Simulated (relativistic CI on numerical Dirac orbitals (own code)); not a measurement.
Ligand-field terms of d7

Computed with a parametric ligand-field model of a d^n configuration (Racah B and C, spin-orbit zeta, crystal field), exact diagonalisation.

Field parameters in Wybourne normalisation: Oh B⁴₀ = 21Dq, B⁴₄ = √(5/14) B⁴₀. The field is a parameter set, without covalency.

(1) Lowest levels for B = 580, C = 2110, ζ = 850 cm⁻¹, Oh, 10Dq = 23750 cm⁻¹?

(2) Lowest levels for B = 480, C = 1880, ζ = 220 cm⁻¹, Oh, 10Dq = 19050 cm⁻¹?

(3) Lowest levels for B = 840, C = 4240, ζ = 760 cm⁻¹, Oh, 10Dq = 20650 cm⁻¹?

(4) Lowest levels for B = 390, C = 1750, ζ = 50 cm⁻¹, Oh, 10Dq = 38650 cm⁻¹?

(5) Lowest levels for B = 1030, C = 5090, ζ = 280 cm⁻¹, Oh, 10Dq = 14700 cm⁻¹?

## Answers

(1) Γ8 0 (S 0.51), Γ6 12375 (S 1.50), Γ8 12873 (S 1.49), Γ7 13794 (S 1.50), Γ8 13829 (S 1.49), Γ8 21892 (S 0.51), Γ6 22615 (S 0.50), Γ8 22691 (S 0.51), Γ7 22898 (S 0.51) cm⁻¹, with S from ⟨S²⟩ = S(S + 1). The ground level has 1.03 electrons in the cubic e pair.

(2) Γ8 0 (S 0.50), Γ6 9568 (S 1.50), Γ8 9701 (S 1.50), Γ7 9929 (S 1.50), Γ8 9932 (S 1.50), Γ8 17587 (S 0.50), Γ6 17739 (S 0.50), Γ8 18054 (S 0.50), Γ7 18134 (S 0.50) cm⁻¹, with S from ⟨S²⟩ = S(S + 1). The ground level has 1.02 electrons in the cubic e pair.

(3) Γ8 0 (S 0.77), Γ6 843 (S 1.50), Γ8 1372 (S 1.48), Γ7 2179 (S 1.50), Γ8 2573 (S 1.36), Γ8 18051 (S 0.59), Γ6 18682 (S 0.60), Γ8 18884 (S 0.72), Γ7 19350 (S 0.70) cm⁻¹, with S from ⟨S²⟩ = S(S + 1). The ground level has 1.25 electrons in the cubic e pair; its S is far from a half-integer, so spin-orbit coupling mixes spin states.

(4) Γ8 0 (S 0.50), Γ6 30152 (S 1.50), Γ8 30179 (S 1.50), Γ7+Γ8 30226 (S 1.50), Γ8 37109 (S 0.50), Γ6 37139 (S 0.50), Γ8 37598 (S 0.50), Γ7 37616 (S 0.50), Γ8 40057 (S 0.50) cm⁻¹, with S from ⟨S²⟩ = S(S + 1). The ground level has 1.01 electrons in the cubic e pair.

(5) Γ6 0 (S 1.50), Γ8 188 (S 1.50), Γ8 494 (S 1.50), Γ7 517 (S 1.50), Γ8 8853 (S 0.50), Γ6 13363 (S 1.50), Γ8 13371 (S 1.50), Γ8 13459 (S 1.50), Γ7 13548 (S 1.50) cm⁻¹, with S from ⟨S²⟩ = S(S + 1). The ground level has 2.06 electrons in the cubic e pair.
